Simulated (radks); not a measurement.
Ionisation of the krypton ion Kr31+, [He] 2s2 2p1, to [He] 2s2 as the strength of local exchange is varied. Calculated with a radial shooting solver on a logarithmic mesh with Libxc functionals: Dirac Kohn-Sham, Slater X-alpha exchange (alpha = 2/3 is LDA exchange), no correlation, spin-unpolarised, spherical densities, finite nucleus; open shells fill j = l - 1/2 first; Fermi nuclear charge, rms radius 4.1884 fm.

| alpha | E(Kr31+) (hartree) | exchange (hartree) | IE (eV) | -e of the level emptied (eV) | <r> of it (bohr) |
|---|---|---|---|---|---|
| 0.667 | -1727.14196 | -30.25897 | 3747.6 | 3668.8 (2p1/2) | 0.1446 |
| 0.815 | -1733.86389 | -37.05904 | 3773.0 | 3695.3 (2p1/2) | 0.1441 |
| 0.876 | -1736.63896 | -39.87087 | 3783.6 | 3706.3 (2p1/2) | 0.1439 |
| 0.938 | -1739.46224 | -42.73423 | 3794.3 | 3717.4 (2p1/2) | 0.1437 |
| 0.95 | -1740.00900 | -43.28906 | 3796.4 | 3719.6 (2p1/2) | 0.1437 |
| 0.993 | -1741.96906 | -45.27890 | 3803.8 | 3727.3 (2p1/2) | 0.1435 |

NIST Atomic Spectra Database: 3752 eV (semi-empirical). The Delta-SCF value meets it near alpha = 0.69. Spin polarisation and multiplet splitting are left out, so open shells lie too high by an amount that depends on their filling.

Beside tabulated values, note that spin-unpolarised runs miss the spin-polarisation part of the exchange energy of open shells.
